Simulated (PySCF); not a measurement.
C6H8OS.
Bonds: C1–O2, O2–C3, C3–C4, C4–C5 (aromatic), C5–C6 (aromatic), C6–C7 (aromatic), C7–S8 (aromatic), C4–S8 (aromatic). Hydrogens: H9, H10, H11 on C1; H12, H13 on C3; H14 on C5; H15 on C6; H16 on C7.

Computed geometry: GFN2-xTB, gas phase.

Q: List the bond lengths, angles and torsions at this level.

A: 
| bond | length (Å) |
| --- | --- |
| C1–O2 | 1.407 |
| O2–C3 | 1.411 |
| C3–C4 | 1.497 |
| C4–C5 | 1.361 |
| C5–C6 | 1.413 |
| C6–C7 | 1.356 |
| C7–S8 | 1.719 |
| C4–S8 | 1.734 |
| C1–H9, C1–H11 | 1.092 |
| C1–H10 | 1.097 |
| C3–H12, C3–H13 | 1.098 |
| C5–H14 | 1.075 |
| C6–H15 | 1.075 |
| C7–H16 | 1.072 |

Bonds in one row agree within 0.01 Å and their mean is given. A selection of angles:
| angle | degrees |
| --- | --- |
| C1–O2–C3 | 113.6 |
| O2–C3–C4 | 113.2 |
| C3–C4–C5 | 128.0 |
| C3–C4–S8 | 120.9 |
| C5–C4–S8 | 111.1 |
| C4–C5–C6 | 113.1 |
| C5–C6–C7 | 112.6 |
| C6–C7–S8 | 112.0 |
| C4–S8–C7 | 91.2 |

Torsions: C1–O2–C3–C4 -65° (synclinal); O2–C3–C4–C5 -63° (synclinal). The mirror-image conformer, all signs reversed, is as good.

The C–C distances run from 1.356 Å (C6–C7, aromatic) to 1.497 Å (C3–C4, drawn single), a spread of 0.141 Å. The 5-membered ring C4–C5–C6–C7–S8 has internal angles of 91.2° to 113.1°; it is planar, 0.00 Å rms from its mean plane, widest ring torsion 0°. Of the pairs four or more bonds apart, C4···H9 is among the closest relative to their van der Waals radii: 2.67 Å, 92 % of the sum of Bondi's values.

Point group: C1 (no symmetry element, even within 0.4 Å). GFN2-xTB frequencies: not computed here. One conformer, not necessarily the lowest.
